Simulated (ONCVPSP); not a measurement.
Reading a pseudo-wave (Rh (Z = 45))

Columns: radius, all-electron u(r) and pseudo u(r) of the 4p shell (level -50.53 eV) of rhodium in the configuration [Ar] 3d10 4s2 4p6 4d8 5s1; LDA (Perdew-Zunger), scalar-relativistic, ONCV scheme, ONCVPSP 4.0.1.

| r (bohr) | all-electron | pseudo |
| --- | --- | --- |
| 0.098 | 0.3178 | 0.0248 |
| 0.195 | -0.3279 | 0.1020 |
| 0.292 | -0.5900 | 0.2227 |
| 0.390 | -0.3586 | 0.3687 |
| 0.488 | 0.0711 | 0.5337 |
| 0.585 | 0.4840 | 0.7008 |
| 0.682 | 0.7962 | 0.8436 |
| 0.780 | 0.9911 | 0.9627 |
| 0.878 | 1.0813 | 1.0558 |
| 0.975 | 1.0926 | 1.0878 |
| 1.072 | 1.0517 | 1.0516 |
| 1.170 | 0.9781 | 0.9781 |
| 1.268 | 0.8879 | 0.8879 |
| 1.365 | 0.7928 | 0.7928 |
| 1.463 | 0.6976 | 0.6976 |
| 1.560 | 0.6085 | 0.6085 |
| 1.658 | 0.5259 | 0.5259 |
| 1.755 | 0.4522 | 0.4522 |
| 1.852 | 0.3870 | 0.3870 |
| 1.950 | 0.3293 | 0.3293 |
| 2.047 | 0.2798 | 0.2798 |
| 2.145 | 0.2366 | 0.2366 |
| 2.242 | 0.2000 | 0.2000 |
| 2.340 | 0.1684 | 0.1684 |
| 2.438 | 0.1416 | 0.1416 |
| 2.535 | 0.1191 | 0.1191 |

**Question.** How many radial nodes do the two functions have?

**Answer.** The all-electron 4p function has n − l − 1 = 2; the pseudo-wave has 0, since the states of the same l below it are removed with the core.

**Question.** At about which radius was the pseudo-wave matched?

**Answer.** 1.10 bohr, where the columns begin to agree (steps of 0.10 bohr).

**Question.** Is the pseudo-wave norm-conserving?

**Answer.** Yes: the ONCV scheme keeps the norm inside the radius equal to the all-electron one, which fixes the energy derivative of the logarithmic derivative at the level.
